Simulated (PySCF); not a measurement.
`CC(C)[AsH2]`. Theory: PBE0-D3(BJ)/def2-SVP geometry optimisation, gas phase in PySCF.

```
atom  x, y, z in Å
C1    -0.5778   -0.9433   -0.7036
C2     0.1996    0.3066   -0.3245
C3    -0.6444    1.2882    0.4793
As4    1.8875   -0.0612    0.6678
H5     0.0269   -1.6395   -1.3034
H6    -1.4748   -0.6826   -1.2923
H7    -0.9178   -1.4843    0.1946
H8     0.5449    0.8107   -1.2444
H9    -1.5475    1.5773   -0.0836
H10   -0.0918    2.2089    0.7216
H11   -0.9810    0.8398    1.4290
H12    2.3413   -1.2124   -0.2274
H13    1.2434   -1.0218    1.6678
```

Question: Work out the bond lengths C1–C2, C1–H5, C1–H6, C1–H7, C3–H9, As4–H12, As4–H13 in pm.

Answer: For C1–C2 the difference vector is (0.7774, 1.2499, 0.3791) Å, of length 1.5200 Å. C1–C2 152.0; C1–H5 110.0; C1–H6 110.4; C1–H7 110.2; C3–H9 110.3; As4–H12 152.7; As4–H13 152.9 pm.

Question: Give the dihedral angles H7–C1–C2–C3, As4–C2–C3–H9, C1–C2–As4–H13, C1–C2–C3–H9.

Answer: H7–C1–C2–C3 -61° (synclinal); As4–C2–C3–H9 175° (antiperiplanar); C1–C2–As4–H13 -49° (synclinal); C1–C2–C3–H9 -58° (synclinal). Dihedral signs follow IUPAC: positive where, seen along the central bond, the front bond turns clockwise onto the rear one.

Question: How far apart are these pairs, which share no bond: C2···H6, H6···H8, H6···H9, H7···H10, H8···H9, H10···H13?

Answer: C2···H6 2.172 Å (2 bonds apart); H6···H8 2.512 Å (3 bonds apart); H6···H9 2.564 Å (4 bonds apart); H7···H10 3.821 Å (4 bonds apart); H8···H9 2.513 Å (3 bonds apart); H10···H13 3.622 Å (4 bonds apart).

Question: How far are the heavy atoms from their best plane (unweighted least squares)?

Answer: 0.209 Å rms; C1 0.14, C2 0.36, C3 0.13, As4 0.09 Å (magnitudes).

Question: What are the angles C1–C2–H8, C3–C2–H8, C3–C2–As4, H9–C3–H10, C2–C3–H11, H12–As4–H13?

Answer: From the scalar product of the two bond vectors; for C1–C2–H8 it is -0.5498 Å² over 1.5200 × 1.1043 Å², cos θ = -0.3275. C1–C2–H8 109.1°; C3–C2–H8 108.6°; C3–C2–As4 109.0°; H9–C3–H10 107.7°; C2–C3–H11 111.2°; H12–As4–H13 92.0°.

Question: Where is the centre of mass (commonest isotopes), and what is the radius of gyration?

Answer: Mass 119.992 u; centre at (1.069, 0.022, 0.361) Å; Rg = √(Σ m r²/M) = 1.414 Å. As Ia + Ib + Ic = 2 Σ m r², the three principal moments sum to 479.8 u·Å².

Question: What is the repulsion energy of the bare nuclei, Σ ZA·ZB/RAB?

Answer: 269.68 Eh over 78 pairs, with full nuclear charges and distances in bohr; the largest single term is 52.59 Eh (C2 with As4).

Question: Write the matrix of distances between heavy atoms (Å, lower triangle).

Answer: 
```
C1    0.000
C2    1.520  0.000
C3    2.527  1.524  0.000
As4   2.956  1.992  2.875  0.000
```

Whether it is a minimum is left open (no frequencies). One conformer, not necessarily the lowest.

The run took 41 s wall on one thread, Arm Neoverse V2 (aarch64), no GPU, shared host, and the process peaked at 0.51 GiB of memory. These figures are those of the optimisation.
